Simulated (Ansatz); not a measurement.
Caution, from a PySCF single point (B3LYP-D3(BJ)/def2-TZVPD) at this geometry: the highest occupied level lies above zero, so the state may not be bound. This singlet lies 1.09 eV below the relaxed triplet at the level frozen-core CCSD(T)/aug-cc-pVTZ // B3LYP-D3(BJ)/def2-TZVPD (Ansatz, an electronic-structure program).

Species: H2AlS, SMILES `[AlH-][SH]` (lower singlet; H–Al–S–H torsion 0°) (charge -1, multiplicity 1).

Q: Give a relaxed geometry from B3LYP-D3(BJ)/def2-TZVPD in Ansatz.

A: One answer among several that fit: the end point of this relaxation, one of several conformers (outside a Z-matrix the atoms follow the SMILES, hydrogens last).
Cartesian coordinates (Å) in one orientation:
```xyz
4

Al     1.130     0.886    -0.093
S     -1.233     0.613     0.107
H      1.442    -0.772    -0.127
H     -1.339    -0.727     0.114
```
